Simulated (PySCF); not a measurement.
Radial density of P²⁺ (phosphorus, charge +2)

UHF, [Ne] 3s1 3p1 3d1, one real determinant (an excited configuration). All numbers are calculated (PySCF 2.14, the spin-free X2C one-electron Hamiltonian (Gaussian nucleus), in dyall-av3z).

| r (bohr) | 4πr²ρ (e/bohr) | 4πr²(ρα − ρβ) |
| --- | --- | --- |
| 0.00175 | 0.09216 | 0.0004 |
| 0.00294 | 0.2439 | 0.0009 |
| 0.00494 | 0.6314 | 0.0024 |
| 0.00831 | 1.575 | 0.0060 |
| 0.0140 | 3.684 | 0.0139 |
| 0.0235 | 7.712 | 0.0286 |
| 0.0396 | 13.39 | 0.0474 |
| 0.0665 | 17.09 | 0.0533 |
| 0.112 | 14.12 | 0.0441 |
| 0.188 | 10.81 | 0.1309 |
| 0.317 | 15.30 | 0.2996 |
| 0.533 | 12.25 | 0.0554 |
| 0.896 | 3.033 | 0.3835 |
| 1.51 | 1.718 | 1.6401 |
| 2.53 | 0.8711 | 0.8710 |
| 4.26 | 0.1250 | 0.1250 |
| 7.17 | 0.004128 | 0.0041 |

Densities and radii are taken from the X2C orbitals without a picture-change correction, which distorts them close to the nucleus.

⟨L²⟩ = 8.02 against 12 for a pure F term, so this real determinant mixes terms. The outer electron is Rydberg-like, and this basis confines it to a smaller radius and binds it less than a complete one would.
